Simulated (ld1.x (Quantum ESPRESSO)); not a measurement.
**Reading a pseudo-wave (antimony)**

Columns: radius, all-electron u(r) and pseudo u(r) of the 5s shell (level -16.65 eV) of antimony in the configuration [Kr] 4d10 5s2 5p2.5; PBEsol, scalar-relativistic, PAW scheme, ld1.x (Quantum ESPRESSO) 7.5.

```csv
r (bohr),all-electron,pseudo
0.105,-0.1324,0.0679
0.210,0.2214,0.1354
0.315,0.1642,0.2019
0.420,-0.1118,0.2672
0.525,-0.3225,0.3307
0.630,-0.3842,0.3920
0.735,-0.3192,0.4505
0.840,-0.1776,0.5059
0.945,-0.0041,0.5575
1.050,0.1710,0.6049
1.155,0.3303,0.6476
1.260,0.4653,0.6851
1.365,0.5734,0.7169
1.470,0.6553,0.7427
1.575,0.7135,0.7621
1.680,0.7509,0.7747
1.785,0.7708,0.7804
1.890,0.7763,0.7790
1.995,0.7702,0.7706
2.100,0.7550,0.7550
2.205,0.7326,0.7326
2.310,0.7050,0.7050
2.415,0.6737,0.6737
2.520,0.6398,0.6398
2.625,0.6045,0.6045
2.730,0.5685,0.5685
```

**Question.** How many radial nodes do the two functions have?

**Answer.** The all-electron 5s function has n − l − 1 = 4 (the table is too coarse to show those close to the nucleus); the pseudo-wave has 0, since the states of the same l below it are removed with the core.

**Question.** At about which radius was the pseudo-wave matched?

**Answer.** 2.10 bohr, where the columns begin to agree (steps of 0.10 bohr).

**Question.** Is the pseudo-wave norm-conserving?

**Answer.** No, it belongs to a PAW set: the norm inside the radius is not constrained, and the difference is carried by the augmentation charge.
